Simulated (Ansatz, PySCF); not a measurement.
VOCl, SMILES [O]=[V][Cl] (connectivity only; charge and spin as stated), neutral, multiplicity 3. Atoms are numbered in the order given.

```xyz
3

V      0.1626    -0.5046     0.0000
O     -0.6914    -1.8386     0.0000
Cl    -0.0256     1.7450     0.0000
```
Charge 0, spin multiplicity 3.

The structure is a stationary point at B3LYP-D3(BJ)/def2-TZVP. The multiplicity is an assumed one; other spin states were not compared.

Two levels are set side by side: PBE-D3(BJ)/def2-TZVP (Ansatz, a program for electronic structure) and B3LYP-D3(BJ)/def2-TZVP (Ansatz). Each level has its own optimised geometry; the coordinates shown are those of the second. Frequencies come from the Hessian of PySCF at each geometry. Differences are taken from unrounded values.

```json
[
 {"quantity": "mean bond length (Å)", "B3LYP-D3(BJ)": "1.921"},
 {"quantity": "bond V1–O2 (Å)", "B3LYP-D3(BJ)": "1.584"},
 {"quantity": "bond V1–Cl3 (Å)", "B3LYP-D3(BJ)": "2.257"},
 {"quantity": "highest harmonic wavenumber (cm⁻¹)", "B3LYP-D3(BJ)": "1064"},
 {"quantity": "mean harmonic wavenumber (cm⁻¹)", "B3LYP-D3(BJ)": "515"},
 {"quantity": "zero-point energy (kcal/mol)", "B3LYP-D3(BJ)": "2.21"}
]
```

### Question
What does PBE-D3(BJ) give, and how far is it from B3LYP-D3(BJ)? (Estimate from the structure and the level; the computed values follow.)

### Answer

```json
[
 {"quantity": "mean bond length (Å)", "PBE-D3(BJ)": "1.894", "PBE-D3(BJ) minus B3LYP-D3(BJ)": "-0.026"},
 {"quantity": "bond V1–O2 (Å)", "PBE-D3(BJ)": "1.586", "PBE-D3(BJ) minus B3LYP-D3(BJ)": "0.002"},
 {"quantity": "bond V1–Cl3 (Å)", "PBE-D3(BJ)": "2.203", "PBE-D3(BJ) minus B3LYP-D3(BJ)": "-0.055"},
 {"quantity": "highest harmonic wavenumber (cm⁻¹)", "PBE-D3(BJ)": "1037", "PBE-D3(BJ) minus B3LYP-D3(BJ)": "-26"},
 {"quantity": "mean harmonic wavenumber (cm⁻¹)", "PBE-D3(BJ)": "531", "PBE-D3(BJ) minus B3LYP-D3(BJ)": "17"},
 {"quantity": "zero-point energy (kcal/mol)", "PBE-D3(BJ)": "2.28", "PBE-D3(BJ) minus B3LYP-D3(BJ)": "0.07"}
]
```
